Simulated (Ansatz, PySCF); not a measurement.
Gas-phase reaction in SMILES: [CH2]B(C)Cl -> [CH2-]B(C)Cl (an electron is taken up)
Geometries: B3LYP-D3(BJ)/def2-TZVP minima from Ansatz (a program for electronic structure), one conformer each, not searched for the lowest. Frequencies are from Ansatz.

Quantity: adiabatic electron affinity (0 K, with B3LYP-D3(BJ) harmonic zero-point energies), positive where the reaction releases energy, in eV. Correlated levels leave the core frozen unless marked. Open shells are spin-unrestricted. No spin-orbit coupling. No relativistic terms. Anions need diffuse functions: aug- sets have them; def2-D sets add few; the other sets have none. CBS(X,Y): correlation extrapolated as X^-3; Hartree-Fock from the larger set. The bracket is a focal-point correction in the basis named.

RI-MP2/CBS(aug-cc-pV(T+d)Z,aug-cc-pV(Q+d)Z)+[CCSD(T)-MP2]/aug-cc-pV(T+d)Z (Ansatz) gives 2.13 eV.

Q: Another calculation gave 1.78 eV. Which level was it?
A) HF/def2-TZVPD (PySCF)
B) B97M-V/def2-TZVPD (Ansatz)
C) SVWN5/def2-TZVPD (Ansatz)
D) r2SCAN0/def2-TZVPD (Ansatz)

A: D, r2SCAN0/def2-TZVPD (Ansatz). The others give 1.93 (B97M-V), 2.30 (SVWN5), 0.55 (HF) eV.
